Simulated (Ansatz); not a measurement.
Isolated molecules relaxed with PBE0-D4/def2-TZVP in Ansatz; ΔE leaves out vibrations. CCSD(T)/CBS is the MP2 limit (def2-TZVPP, def2-QZVPP) plus CCSD(T) − MP2 in def2-TZVPP, frozen cores. This one scheme is used for every species. Functionals use def2-TZVPP. B3LYP here is the variant with VWN-RPA as its local correlation; programs differ in this. For Ge outer-core shells are correlated without core-valence functions, which leaves a few kJ/mol of doubt a bond. Scalar relativity is left out up to krypton. One conformer a species, not always the lowest.

Consider the ligand exchange at a Ge–Cl bond: `[OH][Ge]([OH])([Cl])[Cl]` + H–F → `[OH][Ge]([OH])([F])[Cl]` + HCl.

```tsv
level	ΔE (kJ/mol)
PBE-D4	9.6
PBE0-D4	11.1
B3LYP-D4	5.1
CCSD/def2-TZVPP	0.7
CCSD(T)/def2-TZVPP	2.7
MP2/def2-QZVPP	11.1
SCS-MP2/def2-QZVPP	4.6
HF/CBS(def2)	-8.3
```

Question: What does CCSD(T)/CBS give? (Estimate.)

Answer: Ansatz gave: +8.1 kJ/mol. The listed levels differ from it by 1.5, 3.0, -3.0, -7.4, -5.4, 3.0, -3.5, -16.4 kJ/mol.

Largest T1 diagnostic among the species: 0.011.

In def2-TZVPP, CCSD(T) changes the Hartree–Fock value by +8.8 kJ/mol (the triples alone add +2.0 kJ/mol) and MP2 by +14.8 kJ/mol. The D4 term adds +6.6 kJ/mol with B3LYP and +3.5 kJ/mol with PBE0; it sums over pairs of atoms, weighted by their polarisabilities, and B3LYP, whose exchange is more repulsive, gets the larger term.
